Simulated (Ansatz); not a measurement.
Ansatz (a program for electronic structure) input (CCSD(T)/def2-TZVPPD):
A basis named .json is the Basis Set Exchange file of that set.

Ansatz 0.2 input:
```yaml
crystal:
  periodic: [false, false, false]
  atoms:
    - {symbol: Mn, position_ang: [-0.00000000, -0.00000000, -0.06738732]}
    - {symbol: H, position_ang: [0.00000000, 0.00000000, 1.68468303]}
basis:
  gaussian:
    orbitals: def2-TZVPPD.json
total_charge: -1
magnetization: {spin_polarized: true, initial_magnetization: 5}
correlation: {method: ccsd_t, electrons: outside_noble_gas}
```

End of the output:

```
cycle   7  -4.64128980 eV  change   -1.5e-3 eV  update   9.9e-4
cycle   8  -4.64186648 eV  change   -5.8e-4 eV  update   6.3e-4
cycle   9  -4.64222363 eV  change   -3.6e-4 eV  update   4.5e-4
cycle  10  -4.64231897 eV  change   -9.5e-5 eV  update   3.3e-4
cycle  11  -4.64231943 eV  change   -4.6e-7 eV  update   2.3e-4
cycle  12  -4.64229770 eV  change    2.2e-5 eV  update   1.5e-4
cycle  13  -4.64222543 eV  change    7.2e-5 eV  update   1.0e-4
cycle  14  -4.64222347 eV  change    2.0e-6 eV  update   6.1e-5
cycle  15  -4.64221500 eV  change    8.5e-6 eV  update   3.5e-5
cycle  16  -4.64221618 eV  change   -1.2e-6 eV  update   2.2e-5
cycle  17  -4.64221094 eV  change    5.2e-6 eV  update   1.3e-5
cycle  18  -4.64220770 eV  change    3.2e-6 eV  update   7.4e-6
coupled cluster: 0.27 GiB planned
perturbative correction -0.16076365 eV, -0.0059079553 hartree
Total energy: -31308.50784399 eV, -1150.5664415979 hartree
```

This state (charge -1, sextet) is run at the relaxed geometry of the species with charge 0 and multiplicity 7.

The determinant is spin-contaminated: <S^2> is 9.28 against 8.75 for a pure state.
